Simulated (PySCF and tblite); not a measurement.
The numbers below are computed, except where a source is named.
2 E/Z isomers of C5H7FO2, numbered alike:

| isomer | SMILES | descriptors |
| --- | --- | --- |
| A | [CH3:1]/[CH:2]=[C:3](/[F:4])[C:5](=[O:6])[O:7][CH3:8] | 2=3 E |
| B | [CH3:1]/[CH:2]=[C:3](\[F:4])[C:5](=[O:6])[O:7][CH3:8] | 2=3 Z |

Protocol: conformer search, at most 4 conformers an isomer, GFN2-xTB geometries, energies PBE0/def2-SVP (IEF-PCM, acetone) (D3(BJ) added where defined), GIAO shieldings B97-2/pcSseg-1 (IEF-PCM, acetone), weights at 298.15 K with GFN2-xTB thermal terms. Programs: PySCF with density fitting and tblite.

Problem. What shifts does each isomer give (ppm)?

Solution. 
A: ¹H (against TMS): 6.74 (H2, 1H), 4.13 (H8, 3H), 2.56 (H1, 3H). ¹³C (against TMS): 168.6 (C5), 153.7 (C3), 134.8 (C2), 54.7 (C8), 15.8 (C1).

B: ¹H (against TMS): 6.80 (H2, 1H), 4.11 (H8, 3H), 2.16 (H1, 3H). ¹³C (against TMS): 167.7 (C5), 155.8 (C3), 130.7 (C2), 55.1 (C8), 14.9 (C1).

Problem. Which carbons tell the isomers apart best?

Solution. C2: 134.8 in A, 130.7 in B; C3: 153.7 in A, 155.8 in B ppm.

Shifts are unscaled: against experiment ¹³C can be off by 15 ppm or more and ¹H by 0.8 ppm. The minima are those of GFN2-xTB; planar forms about aryl–S or allylic bonds may be saddles in DFT. The search found a single conformer for at least one isomer; other rotamers may be missing.
